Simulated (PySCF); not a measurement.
Species: C₄H₇BO₂.
Numbering: `[CH2:1]=[C:2]=[C:3]([CH3:4])[B:5]([OH:6])[OH:7]` (hydrogens: H8, H9 on C1; H10, H11, H12 on C4; H13 on O6; H14 on O7)

Structure used (GFN2-xTB), in Å, numbered top down from 1:
```
atom  x, y, z in Å
C1     2.425    0.445   -0.367
C2     1.144    0.402   -0.178
C3    -0.140    0.288    0.018
C4    -1.025    1.505    0.138
B5    -0.799   -1.143    0.137
O6    -0.097   -2.298   -0.046
O7    -2.111   -1.230    0.445
H8     2.855    0.478   -1.357
H9     3.122    0.479    0.456
H10   -0.438    2.413    0.251
H11   -1.688    1.386    0.991
H12   -1.644    1.590   -0.754
H13    0.829   -2.186   -0.258
H14   -2.433   -2.130    0.504
```

PySCF closed-shell single points with density fitting, gas phase. The input was altered on purpose; the results of an altered input aren't properties of the species above.

Problem. At PBE0/pcSseg-1 the sound input gives E = -331.5820 Eh, HOMO -7.39 eV, LUMO -0.29 eV. What comes out at PBE0/pcSseg-1 with: at most 79 cycles, bond C1–C2 scaled by 0.8?

Solution. E = -331.3899 Eh, a change of +5.23 eV; HOMO -6.00 eV, LUMO -1.09 eV (gap 4.91 eV against 7.10), in 11 cycles. The distance C1···C2 goes from 1.296 to 1.037 Å, the nuclear repulsion from 267.54 to 266.99 Eh. Only C2 was moved, along that bond; its nearest neighbour is now C1 at 1.037 Å.

Coordinates of the altered input:
```
atom  x, y, z in Å
C1     2.4253    0.4450   -0.3674
C2     1.4002    0.4107   -0.2162
C3    -0.1402    0.2884    0.0177
C4    -1.0254    1.5046    0.1375
B5    -0.7994   -1.1428    0.1373
O6    -0.0966   -2.2975   -0.0464
O7    -2.1107   -1.2303    0.4447
H8     2.8552    0.4784   -1.3566
H9     3.1218    0.4791    0.4560
H10   -0.4380    2.4126    0.2511
H11   -1.6882    1.3857    0.9908
H12   -1.6444    1.5901   -0.7544
H13    0.8291   -2.1861   -0.2579
H14   -2.4332   -2.1299    0.5039
```

The SCF part of the output:
```
final grid: 116064 points
cycle   1  E = -331.2111545168  dE =  1.316e+00  |g| = 9.646e-01  |ddm| = 3.653e+00
cycle   2  E = -331.1130523526  dE =  9.810e-02  |g| = 1.234e+00  |ddm| = 1.582e+00
cycle   3  E = -331.3862064163  dE = -2.732e-01  |g| = 1.268e-01  |ddm| = 9.409e-01
cycle   4  E = -331.3891908573  dE = -2.984e-03  |g| = 4.896e-02  |ddm| = 1.521e-01
cycle   5  E = -331.3895475628  dE = -3.567e-04  |g| = 3.482e-02  |ddm| = 7.559e-02
cycle   6  E = -331.3898763306  dE = -3.288e-04  |g| = 4.669e-03  |ddm| = 3.269e-02
cycle   7  E = -331.3898820378  dE = -5.707e-06  |g| = 1.534e-03  |ddm| = 5.870e-03
cycle   8  E = -331.3898825583  dE = -5.205e-07  |g| = 3.102e-04  |ddm| = 1.411e-03
cycle   9  E = -331.3898825812  dE = -2.292e-08  |g| = 1.295e-04  |ddm| = 4.152e-04
cycle  10  E = -331.3898825845  dE = -3.247e-09  |g| = 3.448e-05  |ddm| = 1.282e-04
cycle  11  E = -331.3898825846  dE = -1.626e-10  |g| = 1.904e-05  |ddm| = 3.402e-05
converged SCF energy = -331.3898825846
```
